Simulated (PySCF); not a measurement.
Several species in one continuum solvent.

Level: PBE0/pcSseg-1 in PySCF, non-relativistic, each on one gas-phase PBE0-D3(BJ)/def2-SVP geometry that isn't relaxed in the solvent. The solvent is an IEF-PCM continuum (Bondi radii, 1.10 Å for H, scaled by 1.2). The model holds no explicit solvent molecules, cavitation or dispersion.

**Question.** Order them by E(solvent) − E(gas) in chloroform (ε = 4.711), most negative first (kJ/mol).
A. `[CH2:1]=[CH:2][O:3][B:4]([OH:5])[O:6][CH:7]([CH3:8])[CH3:9]` with C1–C2–O3–B4 1°, C2–O3–B4–O5 -179°, O3–B4–O5–H 1°, O3–B4–O6–C7 178°, B4–O6–C7–C8 154°
B. `[CH3:1][CH:2]([CH3:3])[C@H:4]1[CH2:5][O:6][B:7]([OH:8])[O:9]1` with C1–C2–C4–C5 61°, O6–B7–O8–H 2°, C2–C4–C5–O6 139°, C4–C5–O6–B7 -14°, C5–O6–B7–O8 -174°, O6–B7–O9–C4 6°
C. `[CH3:1][O:2][B:3]([O:4][CH3:5])[SiH2:6][C:7]([F:8])([F:9])[F:10]` with C1–O2–B3–O4 -1°, O2–B3–O4–C5 178°, O2–B3–Si6–C7 -2°
D. `[CH3:1][O:2][C@H:3]1[CH2:4][C@H:5]([B:6]([OH:7])[OH:8])[CH2:9]1` with C1–O2–C3–C4 -179°, C4–C5–B6–O7 -115°, C5–B6–O7–H 180°, C5–B6–O8–H -1°, O2–C3–C4–C5 143°, C3–C4–C5–B6 97°, C4–C5–C9–C3 20°, O2–C3–C9–C5 -139°

**Answer.** D (-24.6), B (-21.5), A (-15.5), C (-14.6).

| SMILES | charge | ΔE (kJ/mol) | polarisation term (kJ/mol) | HOMO shift (eV) | dipole gas (D) | dipole solvent (D) | atoms |
| --- | --- | --- | --- | --- | --- | --- | --- |
| CO[C@H]1C[C@H](B(O)O)C1 | 0 | -24.6 | -26.3 | -0.04 | 0.77 | 0.98 | 20 |
| CC(C)[C@H]1COB(O)O1 | 0 | -21.5 | -23.4 | +0.03 | 2.36 | 2.89 | 20 |
| C=COB(O)OC(C)C | 0 | -15.5 | -16.3 | -0.14 | 0.71 | 0.82 | 20 |
| COB(OC)[SiH2]C(F)(F)F | 0 | -14.6 | -16.0 | +0.09 | 4.32 | 4.88 | 18 |

The polarisation term is half the interaction of the solute with the induced surface charges.
